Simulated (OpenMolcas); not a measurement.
**Nb3+: ligand-field states by method**

Nb3+ with 6 ligands (fluoride) in octahedral coordination (Oh) at 2.03 Å. A charge of +0.5 e stands 2.8 Å behind each ligand. Ligand basis ANO-RCC-VDZP.

```json
{
  "Program": "OpenMolcas",
  "Basis": "ANO-RCC-VTZP [7s6p4d2f1g]",
  "Scalar Hamiltonian": "DKH2, point nucleus",
  "Active space": "2 electrons in 5 orbitals (4d)",
  "State averaging": "2S+1 = 3 even, 10 roots; 2S+1 = 1 even, 15 roots",
  "Spin-orbit coupling": "RASSI with atomic mean-field integrals over the reference wave functions"
}
```

I. CASSCF
II. SS-CASPT2, IPEA 0.25 Eh, imaginary shift 0.1 Eh (closed shells correlated: 4s 4p and the ligand valence shells)

Spin-free states (labels of O, the rotations of Oh) in cm-1, each column counted from its own energy of the first state listed:

```json
{"State": "3T1", "Degeneracy": "3", "I": "0", "II": "0"}
{"State": "1E", "Degeneracy": "2", "I": "10159", "II": "7350"}
{"State": "1T2", "Degeneracy": "3", "I": "10255", "II": "7270"}
{"State": "1A1", "Degeneracy": "1", "I": "23270", "II": "17110"}
{"State": "3T2", "Degeneracy": "3", "I": "25419", "II": "24720"}
{"State": "3T1", "Degeneracy": "3", "I": "33683", "II": "30860"}
{"State": "1T2", "Degeneracy": "3", "I": "35636", "II": "30980"}
{"State": "1T1", "Degeneracy": "3", "I": "37391", "II": "32310"}
{"State": "3A2", "Degeneracy": "1", "I": "52729", "II": "50840"}
{"State": "1E", "Degeneracy": "2", "I": "62468", "II": "53570"}
{"State": "1A1", "Degeneracy": "1", "I": "71745", "II": "60200"}
```

From I to II, I's first state of the same spin (3T2) moves from 25419 to 24720 cm-1, by about -700 cm-1.

From I to II, I's first state of another spin (1E) moves from 10159 to 7350 cm-1, by about -2800 cm-1. In II another state of that kind comes below it.

I: A least-squares ligand-field fit to the states below 45000 cm-1, each weighted by its degeneracy and with a free common offset, gives 10Dq = 25891 cm-1, B = 668 cm-1 and C = 2637 cm-1 (C/B = 3.95), with an rms deviation of 474 cm-1. The same method and metal basis give the free ion B = 757 cm-1 (fit to its terms below 60000 cm-1, rms deviation 27 cm-1), so the nephelauxetic ratio is β = 668 / 757 = 0.88; it hangs on how both fits weigh the states, and computed free-ion B values tend to be too large, so β mixes covalency with correlation.

χT at 300 K: I 0.47, II 0.46 cm3 K/mol.

Roots that are degenerate in the reference are averaged as groups; the widest CASPT2 spread within a group is 150 cm-1 (the 3-fold group of multiplicity 1 near 32300 cm-1 above the lowest state of its run, II). Shifts and gaps below about the spread of the groups concerned are not significant. Over all roots computed the reference weight is 0.68 to 0.71 in II; a low but even weight reflects the number of correlated electrons. An orbital triplet at a regular site is open to Jahn-Teller coupling, which can distort the site and quench the lowest spin-orbit gaps and is left out. The least metal-like active orbital is 83 % on the metal (Löwdin) and no ligand orbital is active, so the numbers are rough. Ligand-to-metal charge-transfer states are missing. With no ligand orbital active B as a rule stays too high, so bands that hang on it stand too high and its fall with covalency is understated. Without dynamic correlation the repulsion within the d shell is too large (B by tens of per cent), so at a given field states of lower spin stand too high (holds for I). With metal d orbitals alone the field can be off either way by tens of per cent (holds for I). With one d shell and no ligand orbital active, 10Dq can be off by a tenth or more (holds for II). No measured value stands beside these numbers; the geometry was imposed, not optimised, and the real ion may take another.
